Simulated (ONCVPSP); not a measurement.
## Scattering properties, ONCV potential for cerium

```
Element                 : Ce (Z = 58)
Generator               : ONCVPSP 4.0.1
Type                    : optimised norm-conserving Vanderbilt (ONCV)
Functional              : LDA (Perdew-Wang 92)
Relativity              : scalar-relativistic
Frozen core             : [Kr] 4d10
Valence charge          : 12
Reference configuration : 4f1 5s2 5p6 5d1 6s2
Partial waves           : 5s+6s: rc 2.45 bohr, ncon 5, nbas 9, qcut 5.8 1/bohr, 2 projectors; 5p: rc 2.10 bohr, ncon 4, nbas 7, qcut 6.2 1/bohr, 1 projector; 5d: rc 3.85 bohr, ncon 3, nbas 7, qcut 4.5 1/bohr, 1 projector; 4f: rc 1.80 bohr, ncon 3, nbas 8, qcut 9.6 1/bohr, 3 projectors, debl 2.7 Ha
Local potential         : polynomial inside 1.60 bohr (lpopt 3, dvloc0 4 Ha)
Core correction         : Teter function, fcfact 4, rcfact 1
```

The phase is arctan(r·R′/R) of the radial function R(r), unwrapped; energies in Ha, scanned from -3 to 5 Ha. A pole is an energy at which the radial function vanishes at the test radius. The pseudo phase is shifted by a multiple of π to meet the all-electron one at the reference energy, and phase errors are pseudo minus all-electron; the curves can meet again beyond the range given. Levels narrower than the energy grid can be missing from the lists of poles.

```json
{"channel": "s", "radius (bohr)": "2.49", "reference energy (Ha)": "-0.14", "poles, all-electron": "-1.31, 2.95", "poles, pseudo": "-1.31, 2.91", "unbroken range about the reference energy with phases within 0.05 rad": "below 4.4", "phase error 1 Ha above the reference energy (rad)": "-0.001"}
{"channel": "p", "radius (bohr)": "2.13", "reference energy (Ha)": "-0.86", "poles, all-electron": "-0.01", "poles, pseudo": "-0.03, 4.44", "unbroken range about the reference energy with phases within 0.05 rad": "below 1.1", "phase error 1 Ha above the reference energy (rad)": "-0.007"}
{"channel": "d", "radius (bohr)": "3.90", "reference energy (Ha)": "-0.12", "poles, all-electron": "0.01, 1.46, 3.79", "poles, pseudo": "0.01, 1.49, 3.65", "unbroken range about the reference energy with phases within 0.05 rad": "below 0.5", "phase error 1 Ha above the reference energy (rad)": "+0.013"}
{"channel": "f", "radius (bohr)": "1.83", "reference energy (Ha)": "-0.21", "poles, all-electron": "0.07", "poles, pseudo": "0.07", "unbroken range about the reference energy with phases within 0.05 rad": "the whole range", "phase error 1 Ha above the reference energy (rad)": "+0.000"}
```

Phases in the f channel:

```tsv
E (Ha)	all-electron	pseudo
-2.98	1.292	1.293
-2.76	1.279	1.279
-2.54	1.263	1.263
-2.32	1.244	1.244
-2.10	1.221	1.222
-1.88	1.193	1.194
-1.66	1.157	1.157
-1.44	1.109	1.109
-1.22	1.038	1.038
-1.00	0.923	0.923
-0.78	0.699	0.699
-0.56	0.148	0.149
-0.34	-0.822	-0.822
-0.12	-1.357	-1.357
0.10	-1.591	-1.590
0.32	-1.730	-1.730
0.54	-1.842	-1.842
0.76	-1.953	-1.953
0.98	-2.084	-2.084
1.20	-2.261	-2.261
1.42	-2.523	-2.523
1.64	-2.909	-2.909
1.86	-3.376	-3.376
2.08	-3.773	-3.773
2.30	-4.040	-4.040
2.52	-4.212	-4.212
2.74	-4.327	-4.327
2.96	-4.409	-4.409
3.18	-4.470	-4.470
3.40	-4.518	-4.518
3.62	-4.557	-4.557
3.84	-4.589	-4.589
4.06	-4.616	-4.616
4.28	-4.641	-4.641
4.50	-4.662	-4.662
4.72	-4.683	-4.683
4.94	-4.701	-4.701
```
